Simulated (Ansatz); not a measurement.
System: KOH, net charge 0, singlet state. SMILES: [K][OH]
Coordinates optimised at B3LYP-D3(BJ)/def2-TZVP (Ansatz, a program for electronic structure):
```xyz
3

K      0.0000     0.0000    -0.7485
O      0.0000     0.0000     1.4737
H      0.0000     0.0000     2.4311
```

Wanted: atomisation energy, in kcal/mol. Conventions: frozen cores in correlated levels (noble-gas shells and the d and f shells of earlier blocks; the outer core of K, Ca and congeners matters and is frozen too); no spin-orbit coupling; LANL2DZ with its own core potentials from Na on; open shells spin-unrestricted; atomisation electronic, to ground-state atoms; six Cartesian d functions in 6-31G* and its kin unless marked 5d; non-relativistic; 6-311+G** with 5d; dispersion terms only where a functional's name holds one. First-principles rows: single points at B3LYP-D3(BJ) geometries (Ansatz).

| level | program | atomisation energy (kcal/mol) |
|---|---|---|
| HF/6-31G* | Ansatz | 100.9 |
| SVWN5/6-31G* with LANL2DZ past Ar | Ansatz | 188.2 |
| PBE/LANL2DZ | Ansatz | 164.7 |
| PBE/6-31G* | Ansatz | 187.0 |
| PBE/6-31G* with LANL2DZ past Ar | Ansatz | 162.5 |
| PBE/6-311+G** | Ansatz | 193.2 |
| BLYP/6-31G* | Ansatz | 184.9 |
| B3LYP/STO-3G | Ansatz | 114.4 |
| B3LYP/3-21G | Ansatz | 139.2 |
| B3LYP/6-31G* | Ansatz | 179.8 |
| B3LYP/def2-SVP | Ansatz | 175.7 |
| B3LYP/6-31G* with LANL2DZ past Ar | Ansatz | 156.0 |
| B3LYP/6-311+G** | Ansatz | 187.5 |
| PBE0/6-311+G** | Ansatz | 183.8 |
| MP2/3-21G | Ansatz | 107.3 |
| PBE0/def2-TZVPD | Ansatz | 181.3 |
| wB97X-V/def2-TZVPD | Ansatz | 188.7 |

No value to compare with is used here. The 15 habitual levels span 100.9 (HF/6-31G*) to 193.2 kcal/mol (PBE/6-311+G**); PBE0/def2-TZVPD gives 181.3.

The levels are drawn from those run, B3LYP/6-31G* more often than the rest, none by its result; runs whose electronic state is in doubt are left out.
